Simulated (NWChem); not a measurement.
# C₄H₅NO; SMILES N1COC=CC=1

```xyz
11

C      1.3529     0.1316    -0.2127
C      0.7805    -1.0858     0.0271
O     -0.5227    -1.2254     0.3007
C     -1.3346    -0.0687    -0.0941
N     -0.7734     1.2158     0.2193
C      0.5117     1.2851     0.0725
H      2.4306     0.2228    -0.3982
H      1.3364    -2.0355     0.1057
H     -1.4999    -0.1478    -1.2000
H     -2.2981    -0.2239     0.4275
H      0.9951     2.2673     0.2465
```
Atoms are numbered in this order, from 1.

Level: PBE-D3(BJ)/def2-SVP (NWChem), optimised geometry, unscaled harmonic frequencies. 

```tsv
frequency (cm⁻¹)	IR intensity (km/mol)
167	6.8
336	2.7
504	8.6
587	8.0
605	11.6
747	31.9
828	32.8
906	3.0
916	4.3
929	7.1
990	13.1
1017	29.7
1055	19.2
1095	13.8
1201	42.3
1239	4.1
1317	0.6
1347	27.4
1406	33.1
1421	8.5
1578	103.3
1668	119.1
2877	87.0
3044	30.1
3059	21.9
3113	6.3
3167	2.5
```

```
Item                                                                               Result
-----------------------------------------------------------------------  ----------------
zero-point energy                                                           53.0 kcal/mol
thermal correction to the enthalpy at 298.15 K (with zero-point energy)     56.7 kcal/mol
heat capacity Cv                                                         17.8 cal/(mol K)
entropy at 298.15 K and 1 atm (symmetry number 1)                        71.4 cal/(mol K)
dipole moment                                                                      1.78 D
```

Rigid rotor and harmonic oscillator.
